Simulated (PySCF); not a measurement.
NMR data simulated for an unnamed compound:

$^{1}$H NMR (400 MHz, computed): δ 4.43 (m, 2H), 4.29 (m, 2H), 3.77 (m, 1H), 3.73 (m, 1H), 3.02 (s, 1H), 2.45 (s, 6H).

$^{13}$C{$^{1}$H} NMR (computed): δ 112.2 (CH), 87.3 (C), 39.1 (CH3).

- PBE0/pcSseg-1 with gauge-including orbitals
- geometry: PBE0-D3(BJ)/def2-SVP
- run in PySCF
- isolated molecule, averaged over atoms made equivalent by symmetry, fast rotation or ring inversion, a single conformation, no relativistic terms

Scale: $^{1}$H (31.27 ppm), $^{13}$C (184.41 ppm) vs TMS (reference shieldings calculated alike).

Which of these does the molecule contain: a Si–H bond, an NH or NH2 group, a ketone, a C≡C triple bond, a (CH3)2CH unit, an N-methyl group?

## Answers


- A Si–H bond: yes (δH 4.43 (m), 4.29 (m)).
- An NH or NH2 group: no.
- A ketone: no.
- A C≡C triple bond: yes (δC 112.2, 87.3; δH 3.02 (s)).
- A (CH3)2CH unit: no.
- An N-methyl group: yes (δC 39.1; δH 2.45 (s)).

The data belong to SMILES C#C[Si]1(N(C)C)[SiH2][SiH2][SiH2]1, C4H13NSi4; they needn't prove each group on their own.

Carbon signals by region: 1 in the sp2 and nitrile region (100–160 ppm), 1 at 50–100 ppm, 1 below 50 ppm.

Shifts are as computed. Against solution values, carbons near 30 ppm lie about +2 ppm off and those near 130 ppm about +5 ppm. Of 1211 compounds with measured shifts, 218 miss one by over three times the rms of a fit or turn the order of signals round; such compounds aren't used in these exercises. Multiplicities follow the n + 1 count of equivalent neighbours, as no J values were calculated; m marks all less simple cases, F and P coupling included.
